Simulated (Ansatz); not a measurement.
Molecule: CNO, charge -1, multiplicity 1. 
Coordinates optimised at B3LYP-D3(BJ)/def2-TZVP (Ansatz, a program for electronic structure):
```xyz
3

N      0.0000     0.0000    -1.2579
C      0.0000     0.0000    -0.0715
O      0.0000     0.0000     1.1543
```
Charge -1, spin multiplicity 1.

Basis-set convergence of Hartree-Fock and CCSD(T) correlation energies (hartree) with Ansatz. Cores are frozen in the correlated levels unless marked. No spin-orbit coupling. No relativistic terms. This anion needs diffuse functions, which these sets lack.

```json
[
 {"basis": "cc-pVDZ", "functions": "42", "E(HF)": "-167.20721", "E(corr, CCSD(T))": "-0.48269", "rough core time": "under 20 s"},
 {"basis": "cc-pVTZ", "functions": "90", "E(HF)": "-167.26451", "E(corr, CCSD(T))": "-0.60404", "rough core time": "under 20 s"},
 {"basis": "cc-pVQZ", "functions": "165", "E(HF)": "___", "E(corr, CCSD(T))": "___", "rough core time": "20 s"}
]
```

Question: What belongs in the gaps?

Answer: 
- cc-pVQZ, E(HF): -167.28080
- cc-pVQZ, E(corr, CCSD(T)): -0.64560
